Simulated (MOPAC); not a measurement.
Input for MOPAC: PM7 on BrHSe2 (SMILES [SeH][Se]Br), a point of a torsion scan.

```
PM7 1SCF PRECISE CHARGE=0 THREADS=1
BrHSe2

Se    -1.32380584 1     0.52457294 1     0.52617634 1
Se     0.73973915 1     0.96561947 1    -0.37433569 1
Br     2.16417535 1     0.90484806 1     1.45412216 1
H     -1.56455117 1    -0.68574762 1    -0.25010319 1
```

Output:

```
*******************************************************************************
 **                                                                           **
 **                              MOPAC v23.2.5                                **
 **                                                                           **
 *******************************************************************************
 ** MOPAC's Digital Object Identifier: https://doi.org/10.5281/zenodo.6511958 **
 **                                                                           **
 ** Please cite the open-source release paper for use of this MOPAC version:  **
 ** J. E. Moussa and J. J. P. Stewart (2026)                                  **
 ** MOPAC: An open-source semiempirical molecular orbital program             **
 ** J. Open Source Softw., 11(119), 8025, https://doi.org/10.21105/joss.08025 **
 *******************************************************************************

                              PM7 CALCULATION RESULTS

 *******************************************************************************
 *  PM7        - The PM7 Hamiltonian to be used
 *
 *
 *
 *                 CHARGE ON SYSTEM = 0
 *
 *
 *
 *  PRECISE    - TIGHTER CRITERIA TO BE USED
 *  1SCF       - DO 1 SCF AND THEN STOP
 *  THREADS=1  - MULTI-THREADING NOT USED
 *  T=         - A TIME OF 172800.0 SECONDS REQUESTED
 *  DUMP=N     - RESTART FILE WRITTEN EVERY 7200.0 SECONDS REQUESTED
 *******************************************************************************
PM7 1SCF PRECISE CHARGE=0 THREADS=1
 BrHSe2

   ATOM   CHEMICAL          X               Y               Z
  NUMBER   SYMBOL      (ANGSTROMS)     (ANGSTROMS)     (ANGSTROMS)

     1      Se         -1.32380584  *   0.52457294  *   0.52617634  *
     2      Se          0.73973915  *   0.96561947  *  -0.37433569  *
     3      Br          2.16417535  *   0.90484806  *   1.45412216  *
     4       H         -1.56455117  *  -0.68574762  *  -0.25010319  *



          CARTESIAN COORDINATES

    NO.       ATOM           X           Y           Z

     1        Se         -1.3238      0.5246      0.5262
     2        Se          0.7397      0.9656     -0.3743
     3        Br          2.1642      0.9048      1.4541
     4         H         -1.5646     -0.6857     -0.2501

 General Reference for PM7:
 "Optimization of Parameters for Semiempirical Methods VI: More Modifications to the
 NDDO Approximations and Re-optimization of Parameters", J. J. P. Stewart, J. Mol. Mod., 1:32, 19 (2013)
 https://link.springer.com/article/10.1007/s00894-012-1667-x

           Empirical Formula: H Se2 Br  =     4 atoms



      MOLECULAR POINT GROUP   :   C1


      RHF CALCULATION, NO. OF DOUBLY OCCUPIED LEVELS = 10


 -------------------------------------------------------------------------------
 PM7 1SCF PRECISE CHARGE=0 THREADS=1
 BrHSe2



     1SCF WAS SPECIFIED, SO BFGS WAS NOT USED
     SCF FIELD WAS ACHIEVED


                              PM7 CALCULATION
                                                       MOPAC v23.2.5 Linux




          FINAL HEAT OF FORMATION =          4.91124 KCAL/MOL =      20.54862 KJ/MOL


          COSMO AREA              =        121.62 SQUARE ANGSTROMS
          COSMO VOLUME            =        111.57 CUBIC ANGSTROMS

          IONIZATION POTENTIAL    =          8.325384 EV
          HOMO LUMO ENERGIES (EV) =         -8.325 -2.328
          NO. OF FILLED LEVELS    =         10
          MOLECULAR WEIGHT        =        238.8319         POINT GROUP:  C1

          MOLECULAR DIMENSIONS (Angstroms)

            Atom       Atom       Distance
            H     4   Br     3     4.39747
           Se     2   Se     1     1.68203
           Se     1    H     4     0.88192


          SCF CALCULATIONS        =          1





   ATOM   CHEMICAL          X               Y               Z
  NUMBER   SYMBOL      (ANGSTROMS)     (ANGSTROMS)     (ANGSTROMS)

     1      Se         -1.32380584  *   0.52457294  *   0.52617634  *
     2      Se          0.73973915  *   0.96561947  *  -0.37433569  *
     3      Br          2.16417535  *   0.90484806  *   1.45412216  *
     4       H         -1.56455117  *  -0.68574762  *  -0.25010319  *

                             CARTESIAN COORDINATES

   1   Se       -1.323805840     0.524572940     0.526176340
   2   Se        0.739739150     0.965619470    -0.374335690
   3   Br        2.164175350     0.904848060     1.454122160
   4    H       -1.564551170    -0.685747620    -0.250103190


           Empirical Formula: H Se2 Br  =     4 atoms



      MOLECULAR POINT GROUP   :   C1


                  EIGENVALUES
 -25.76641 -24.64940 -22.10431 -12.84887 -12.12614 -11.34713 -10.96723  -9.59488
  -9.13363  -8.32538  -2.32849  -1.45947   0.79966 261.00077 261.19455 261.23428
 262.04505 262.04687


              NET ATOMIC CHARGES AND DIPOLE CONTRIBUTIONS

  ATOM NO.   TYPE          CHARGE      No. of ELECS.   s-Pop       p-Pop       d-Pop
    1         Se           0.036109        5.9639     1.95604     4.00785
    2         Se           0.191940        5.8081     1.97863     3.82943
    3         Br          -0.254980        7.2550     1.96428     5.28852     0.00218
    4          H           0.026931        0.9731     0.97307
 DIPOLE           X         Y         Z       TOTAL
 POINT-CHG.    -2.401    -0.216    -2.067     3.175
 HYBRID         0.044    -0.817    -0.172     0.837
 SUM           -2.357    -1.033    -2.240     3.411


          ATOMIC ORBITAL ELECTRON POPULATIONS

     Atom    s        px        py        pz      x^2-y^2     xz        z^2       yz        xy
    1 Se   1.95604   1.11760   1.33192   1.55833
    2 Se   1.97863   1.00995   1.93026   0.88922
    3 Br   1.96428   1.70819   1.99807   1.58227   0.00030   0.00081   0.00052   0.00032   0.00022
    4  H   0.97307

 **********************
 *                    *
 * JOB ENDED NORMALLY *
 *                    *
 **********************




 == MOPAC DONE ==
```

The run finished.

Cost: about 0.03 core-seconds (a rough figure).
